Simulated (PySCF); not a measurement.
SMILES N#C/C=[CH]\[GeH3] (C3H5GeN), B3LYP/def2-SVP optimised geometry.

```
10

N      2.23    -1.37     0.00
C      1.06    -1.33     0.00
C     -0.37    -1.33     0.00
C     -1.14    -0.23     0.00
Ge    -0.55     1.64     0.00
H     -0.82    -2.33     0.00
H     -2.23    -0.40     0.00
H     -1.12     2.32     1.26
H      0.98     1.72    -0.02
H     -1.16     2.33    -1.24
```

Density from B3LYP/def2-TZVP in PySCF 2.14.0 at that geometry.

Minimum of the electron density along straight lines between bonded atoms, close to the bond critical point (lines longer than 1.1 times the sum of covalent radii, or with two minima, are not listed):

| bond | length / Å | ρ at the minimum / e bohr⁻³ | ∇²ρ there / e bohr⁻⁵ | position (fraction from the first atom) |
|---|---|---|---|---|
| N1–C2 | 1.162 | 0.488 | ___ | 0.65 |
| C2–C3 | 1.435 | 0.284 | -0.82 | 0.54 |
| C3–C4 | 1.347 | ___ | -1.02 | 0.51 |
| C4–Ge5 | 1.963 | 0.124 | 0.13 | 0.53 |
| C3–H6 | 1.097 | 0.279 | -0.98 | 0.65 |
| C4–H7 | 1.097 | 0.278 | -0.96 | 0.65 |
| Ge5–H8 | 1.542 | 0.132 | 0.06 | 0.59 |
| Ge5–H9 | 1.535 | 0.135 | ___ | 0.59 |
| Ge5–H10 | 1.542 | 0.132 | 0.06 | 0.59 |

Task: Fill in the missing entries.

Result: 
- N1–C2, ∇²ρ there / e bohr⁻⁵: -0.28
- C3–C4, ρ at the minimum / e bohr⁻³: 0.342
- Ge5–H9, ∇²ρ there / e bohr⁻⁵: 0.05
